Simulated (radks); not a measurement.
Fractional charge and spin in the 4s shell of cobalt: the spin-up occupation runs from 0 to 1 and the spin-down occupation from 0 to 1; the fullest corner is Co, [Ar] 3d(up 3.5, down 3.5) 4s(up 1, down 1). All-electron calculation, scalar-relativistic Kohn-Sham, PBE, spin-polarised, spherical densities, point nucleus. Program: a radial shooting solver on a logarithmic mesh with Libxc functionals. Energy (eV) above the fullest corner. The planes named below are the two flat planes that join the four corners, with an edge along up + down = one added electron.

down \ up       0    0.25     0.5    0.75      1
0          25.816  20.826  16.324  12.303  8.755
0.25       20.826  16.400  12.448   8.962  5.934
0.5        16.324  12.448   9.031   6.064  3.541
0.75       12.303   8.962   6.064   3.603  1.567
1           8.755   5.934   3.541   1.567  0.000

Corners above the fullest one (they belong to Co+ and the next ion): (up 1, down 0) 8.755 eV, (up 0, down 1) 8.755 eV, (up 0, down 0) 25.816 eV. With half an added electron in each spin the energy lies 0.276 eV from the planes, and with half an added electron in spin up alone -0.961 eV. The planes are only a guide here: the flat-plane condition holds for ground states with one frontier orbital, while other shells are open and held unpolarised.
